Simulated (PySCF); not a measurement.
## From a computed spectrum to the compound

A species of 3 atoms with charge 1 has these harmonic modes (PBE0, small Gaussian bases with core potentials, PySCF 2.14.0):

```csv
cm⁻¹,km/mol,symmetry
84,5.2,a1
395,21.9,a1
398,92.8,b2
```

(1) Which species is it, and in which structure?

## Answers

(1) [DyCl2]+ (singlet in the valence; each metal's 4f electrons, 9 of them, lie in its core potential, out of spins and levels):
```xyz
3

Dy    0.0000    0.0000   -0.4037
Cl    1.9504    0.0000    0.9463
Cl   -1.9504    0.0000    0.9463
```
Ideal gas at 298.15 K and 1 bar: S = 324.9 J/(mol K), Cp = 53.8 J/(mol K), H − H(0 K) = 13.6 kJ/mol (rigid rotor, harmonic modes, spin degeneracy alone, that of the 4f electrons in the core included). An lcecp potential fixes the number of 4f electrons, so in runs with it no electron can move into or out of that shell.
 This is one of several that fit.
